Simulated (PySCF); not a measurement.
Compound: C5H2F3O2 (charge -1).
Numbering: `[O-:1][c:2]1[cH:3][cH:4][c:5]([C:6]([F:7])([F:8])[F:9])[o:10]1`

Cartesian coordinates in Å at the GFN2-xTB level; atoms count from 1:
```
atom  x, y, z in Å
O1     2.7031   -1.3411    0.7155
C2     1.7543   -0.6465    0.3509
C3     1.6885    0.6123   -0.2829
C4     0.3482    0.9313   -0.4643
C5    -0.3942   -0.1082    0.0464
C6    -1.8321   -0.2959    0.1168
F7    -2.5057    0.7465   -0.4210
F8    -2.3584   -0.4342    1.3764
F9    -2.3256   -1.3988   -0.5330
O10    0.4457   -1.0840    0.5505
H11    2.5393    1.2006   -0.5655
H12   -0.0618    1.8174   -0.9158
```

Probes without a nucleus sit at each ring's centroid and 1 Å off its mean plane on both sides; NICS is minus the shielding there, NICSzz its component along the normal. Level: GIAO PBE0/pcSseg-1 (PySCF, non-relativistic, gas phase) on the GFN2-xTB geometry, one conformer.

Ring bond lengths (Å), with Mayer bond orders in brackets: C2–C3 1.411 (1.28), C3–C4 1.390 (1.33), C4–C5 1.376 (1.43), C5–O10 1.383 (0.98), O10–C2 1.394 (0.98).

Task: What do the NICS probes read (ppm)?

Result: 
```tsv
ring	type	NICS(0)	NICS(1), two faces	NICS(1)zz, two faces	rms pucker (Å)	centre to ring atoms, mean (Å)
C2–C3–C4–C5–O10	5-membered ring with O; formal bonds all aromatic	-9.4	-6.8 / -6.8	-15.0 / -15.0	0.00	1.18
```

Task: What can be read from them?

Result: 
- C2–C3–C4–C5–O10: mean NICS(1)zz -15.0 ppm, shielded.

Task: And the bond-length index? HOMA = 1 − mean of α(R − Ropt)² over the ring bonds, with Krygowski's 1993 parameters (CC: Ropt 1.388 Å, α 257.7 Å⁻²; CO: Ropt 1.265 Å, α 157.38 Å⁻²).

Result: 
- C2–C3–C4–C5–O10: HOMA 0.00; the largest term is that of O10–C2, α(R − Ropt)² = 2.63.

Task: List the ring angles and the Hirshfeld charges of the ring atoms.

Result: 
- C2–C3–C4–C5–O10: C2 107.5° (+0.102 e), C3 108.0° (-0.190 e), C4 107.4° (-0.117 e), C5 109.9° (-0.074 e), O10 107.3° (-0.140 e); sum 540.0° against 540° for a flat convex ring.

Task: What are the shieldings of the ring atoms and their hydrogens in the same run (means over atoms taken as equivalent)?

Result: 
| atoms | environment | σ isotropic (ppm) |
| --- | --- | --- |
| C2 | aromatic carbon bearing oxygen | 11.1 |
| C3 | aromatic CH carbon | 111.4 |
| C4 | aromatic CH carbon | 60.7 |
| C5 | substituted aromatic carbon | 71.9 |
| O10 | furan-type oxygen | 65.9 |
| H11 | aromatic hydrogen | 27.81 |
| H12 | aromatic hydrogen | 25.14 |
